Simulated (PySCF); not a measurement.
SMILES NCN, B3LYP/def2-SVP optimised geometry.

```
9

N      1.34    -0.56     0.00
C     -0.11    -0.56     0.00
N     -0.70     0.78     0.00
H      1.67     0.09     0.72
H      1.70    -0.20    -0.89
H     -0.46    -1.07     0.92
H     -0.43    -1.20    -0.85
H     -0.65     1.20    -0.93
H     -1.70     0.73     0.24
```

Density from PySCF 2.14.0 with B3LYP/def2-TZVP at that geometry.

Minimum of the electron density along straight lines between bonded atoms, close to the bond critical point (lines longer than 1.1 times the sum of covalent radii, or with two minima, are not listed):

```json
[
 {"bond": "N1–C2", "length / Å": "1.447", "ρ at the minimum / e bohr⁻³": "0.280", "∇²ρ there / e bohr⁻⁵": "?", "position (fraction from the first atom)": "0.59"},
 {"bond": "C2–N3", "length / Å": "1.464", "ρ at the minimum / e bohr⁻³": "0.269", "∇²ρ there / e bohr⁻⁵": "?", "position (fraction from the first atom)": "0.41"},
 {"bond": "N1–H4", "length / Å": "1.022", "ρ at the minimum / e bohr⁻³": "0.333", "∇²ρ there / e bohr⁻⁵": "-1.53", "position (fraction from the first atom)": "0.73"},
 {"bond": "N1–H5", "length / Å": "1.021", "ρ at the minimum / e bohr⁻³": "0.333", "∇²ρ there / e bohr⁻⁵": "-1.51", "position (fraction from the first atom)": "0.73"},
 {"bond": "C2–H6", "length / Å": "1.104", "ρ at the minimum / e bohr⁻³": "0.281", "∇²ρ there / e bohr⁻⁵": "-0.99", "position (fraction from the first atom)": "0.64"},
 {"bond": "C2–H7", "length / Å": "1.110", "ρ at the minimum / e bohr⁻³": "0.276", "∇²ρ there / e bohr⁻⁵": "-0.95", "position (fraction from the first atom)": "0.64"},
 {"bond": "N3–H8", "length / Å": "1.022", "ρ at the minimum / e bohr⁻³": "0.332", "∇²ρ there / e bohr⁻⁵": "-1.50", "position (fraction from the first atom)": "0.73"},
 {"bond": "N3–H9", "length / Å": "1.021", "ρ at the minimum / e bohr⁻³": "0.332", "∇²ρ there / e bohr⁻⁵": "-1.51", "position (fraction from the first atom)": "0.73"}
]
```

Problem. What belongs in the gaps?

Solution. 
- N1–C2, ∇²ρ there / e bohr⁻⁵: -0.75
- C2–N3, ∇²ρ there / e bohr⁻⁵: -0.69
